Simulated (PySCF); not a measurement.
## C₆ coefficients of unlike pairs at PBE0

Calculated with PySCF 2.14 from the dipole response of each species, C₆(A,B) = (3/π) ∫ α_A(iu) α_B(iu) du, in atomic units, from isotropic polarisabilities. For ions this is the dispersion term alone; charge-induced terms of lower order in 1/R come first.

```csv
species,configuration,basis,relativity,α (bohr³),C₆ (like pair)
Sr²⁺,[Kr] (1S),dyall-av2z (22s16p11d),none,5.928,28.85
Ar²⁺,[Ne] 3s2 3p4 (3P),aug-cc-pwCVTZ (8s7p5d3f),none,4.807,16.85
Os²⁺,[Xe] 4f14 5d6 (5D),aug-cc-pwCVTZ-PP with ECP60MDF (8s8p7d4f3g),core potential,11.24,71.21
C,[He] 2s2 2p2 (3P),"aug-cc-pCVTZ-DK with one added diffuse shell each of s, p, d, f type (8s7p5d3f)",spin-free X2C,12.72,50.84
```

Q: Estimate C₆ for C with Os²⁺.

A: The integral gives 57.48. The combination rule 2 C_A C_B / (C_A α_B/α_A + C_B α_A/α_B) gives 57.69 and the geometric mean 60.17.

No spin-orbit coupling is included.

The other pairs:

```csv
pair,C₆
"Os²⁺, Sr²⁺",45.00
"Os²⁺, Ar²⁺",34.52
"Ar²⁺, Sr²⁺",22.01
"C, Sr²⁺",35.14
"C, Ar²⁺",27.38
```
